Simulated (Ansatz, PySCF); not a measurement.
Process, species as SMILES: C=CB(O)O [ethenylboronic acid] → O[B]O + [CH]=C (the B-C bond at the site shown breaks; other sites are not compared here)
Each molecule is optimised on its own at B3LYP-D3(BJ)/def2-TZVP (Ansatz, an electronic-structure program), one conformer each, not searched for the lowest. Frequencies are from Ansatz or PySCF. Markedly spin-contaminated UHF reference, which strains HF, MP2 and, less, CCSD(T): [CH]=C.

Wanted: bond dissociation energy (enthalpy at 298 K, with B3LYP-D3(BJ) rigid-rotor harmonic-oscillator terms), in kJ/mol. Correlated levels leave the core frozen unless marked. UHF or UKS for open shells. Spin-orbit coupling is left out. Non-relativistic unless marked X2C. 

```
level                           program  bond dissociation energy (kJ/mol)
-----------------------  --------------  ---------------------------------
HF/cc-pVTZ                       Ansatz                              378.2
HF/cc-pVQZ                       Ansatz                              376.4
PBE/def2-TZVPD                   Ansatz                              469.2
PBE-D4/def2-TZVPD        Ansatz + dftd4                              476.5
BLYP/def2-TZVPD                  Ansatz                              450.7
PBE0-D3(BJ)/def2-TZVPD   Ansatz + dftd3                              482.1
PBE0-D4/def2-TZVPD       Ansatz + dftd4                              482.4
PBE0/def2-TZVPD                  Ansatz                              476.2
r2SCANh/def2-TZVPD               Ansatz                              461.6
r2SCAN0/def2-TZVPD               Ansatz                              463.6
HSE06-D3(BJ)/def2-TZVPD  Ansatz + dftd3                              481.2
CAM-B3LYP-D4/def2-TZVPD  Ansatz + dftd4                              486.4
B2GP-PLYP-D4/def2-TZVPD  Ansatz + dftd4                              493.2
B2PLYP/def2-TZVPD                Ansatz                              483.2
PBE-QIDH/def2-TZVPD              Ansatz                              496.4
RPA@PBE/cc-pVTZ                  Ansatz                              487.2
MP2/6-31G*                       Ansatz                              526.1
RI-MP2/cc-pVQZ                   Ansatz                              533.3
CCSD(T)/6-31G                    Ansatz                              476.5
X2C-CCSD(T)/cc-pVTZ-DK           Ansatz                              497.0
```
